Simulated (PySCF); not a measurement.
C₇H₁₁ (doublet state).
Structure used (GFN2-xTB), in Å, numbered top down from 1:
```xyz
18
C7H11 angstrom
C      3.0814    0.2489    0.0720
C      1.8531    0.1831   -0.4082
C      0.6315   -0.0026    0.4177
C     -0.5051    1.0170    0.1430
C     -1.3771   -0.1221   -0.2562
C     -2.6437   -0.1631   -1.0079
C     -0.3094   -1.1409   -0.0579
H      3.2814    0.1726    1.1288
H      3.9392    0.3817   -0.5654
H      1.6788    0.2625   -1.4744
H      0.8951   -0.0761    1.4733
H     -0.8313    1.5863    1.0187
H     -0.2820    1.7397   -0.6506
H     -3.1359   -1.1268   -0.8783
H     -3.3135    0.6289   -0.6719
H     -2.4866   -0.0185   -2.0864
H     -0.5107   -1.9112    0.6929
H      0.0262   -1.6532   -0.9673
```

The hyperfine couplings belong to this conformer and change with its torsions.

Identity: `C=CC1C[C](C)C1` [radical].

Computed, not measured: PySCF 2.14.0, UKS B3LYP, pcH-1 on C H, non-relativistic, mean-field spin-orbit, GIAO. One conformer (not necessarily the lowest) at the GFN2-xTB geometry, without solvent, vibrations or thermal averaging. A GFN2-xTB geometry isn't a minimum of the functional, and hyperfine couplings can be far from their values at a DFT geometry. No stability test was run, so a lower SCF solution isn't excluded.

(1) Match the computed a_iso(13C) values +116.0, -33.0, -28.6, +5.2, -2.1 MHz (means over equivalent nuclei) with the sites C2; C3; C4/C7; C5; C6.

Results:

(1) 
```csv
site,a_iso (MHz),ρ(0) (bohr⁻³),position,distance from C5 (Å),spin population,largest |T| (MHz)
C2,-2.1,-0.0019,3 bonds from C5,3.25,0.00,0.7
C3,+5.2,+0.0046,2 bonds from C5,2.12,+0.01,2.7
C4/C7,-33.0,-0.0294,1 bond from C5,1.49,-0.09,2.8
C5,+116.0,+0.1032,largest spin population,0.00,+0.95,158.8
C6,-28.6,-0.0254,1 bond from C5,1.47,-0.07,2.6
```

ρ(0) is the spin density at the nucleus and T the dipolar tensor; entries for several nuclei are means. The largest Mulliken spin populations are on C5 (+0.95), C7 (-0.09), C4 (-0.09) and C6 (-0.07). C5 is the only atom above +0.15. The positive populations add up to 1.25 and the negative ones to -0.25, together 2S = 1. The angles at C5 add up to 357.0°, so it is nearly planar.

Class means assume fast exchange of nuclei equivalent by connectivity; if that motion is slow, each nucleus keeps its own coupling. The three 1H nuclei of mean +69.7 MHz run from 31.5 to 140.1 MHz in the frozen geometry.
